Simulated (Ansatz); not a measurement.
`[SiH3]C[SeH]` + `O[SiH2]S` → `[SiH3]O[SiH2]S` + `C[SeH]`  (ligand exchange at the Si–C bond)

Calculated with Ansatz (gas phase, PBE0-D4/def2-TZVP geometries, no zero-point term in ΔE). CCSD(T)/CBS is the MP2 limit (def2-TZVPP, def2-QZVPP) plus CCSD(T) − MP2 in def2-TZVPP, frozen cores. For Se outer-core shells are correlated without core-valence functions, which leaves a few kJ/mol of doubt a bond. Scalar relativity is left out up to krypton. One conformer a species, not always the lowest.

| species | MP2/def2-QZVPP energy (Eh) |
| --- | --- |
| `[SiH3]C[SeH]` | -2731.12451 |
| `O[SiH2]S` | -764.41232 |
| `[SiH3]O[SiH2]S` | -1054.70087 |
| `C[SeH]` | -2440.87601 |

(1) Work out ΔE.

(2) What do rigid-rotor, harmonic-oscillator terms from PBE0-D4/def2-TZVP frequencies (298.15 K, 1 bar) make of the CCSD(T)/CBS value? (Estimate.)

Largest T1 diagnostic among the species: 0.011.

Results:

(1) ΔE = (-1054.70087) + (-2440.87601) − (-2731.12451) − (-764.41232) = -0.04005 Eh = -25.1 kcal/mol. CCSD(T)/CBS gives -24.8 kcal/mol.

(2) Ansatz gave: ΔZPE = +0.5 kcal/mol, ΔH = -24.1 kcal/mol, ΔS = 15 J/(mol·K), ΔG = -25.2 kcal/mol. Modes under 50 cm⁻¹ make the entropy rough.

In def2-TZVPP, CCSD(T) changes the Hartree–Fock value by +5.8 kcal/mol (the triples alone add +0.8 kcal/mol) and MP2 by +5.7 kcal/mol. Leaving LDA and LC-ωPBE aside and taking each functional with its dispersion term where it has one, the values, not all of them listed here, spread over 6.3 kcal/mol, from BHLYP-D4 to PBE-D4. LDA lies +0.8 kcal/mol from PBE without D4.
